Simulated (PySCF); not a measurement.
Gas-phase reaction: TaF₅ + 5 Br₂ → TaBr₅ + 5 BrF

Method: PySCF energies plus ideal-gas RRHO corrections (1 bar). † marks an energy on the PBE0/def2-TZVP geometry and frequencies. All species are closed-shell singlets. Ta: scalar-relativistic def2 core potential, no spin-orbit coupling. Br: all electrons, no relativistic terms.

BLYP/def2-TZVP† gives ΔH°(298 K) = 882 kJ.

**Question.** What do PBE0/def2-QZVP†, ωB97M-V/def2-TZVP†, PBE/def2-TZVP† give?

**Answer.** PBE0/def2-QZVP†: 893 kJ; ωB97M-V/def2-TZVP†: 881 kJ; PBE/def2-TZVP†: 854 kJ. For scale, ΔH°(298 K) is 882 kJ at this level, 881 kJ at ωB97M-V/def2-TZVP†, and runs from 819 to 977 kJ over the 16 levels computed.
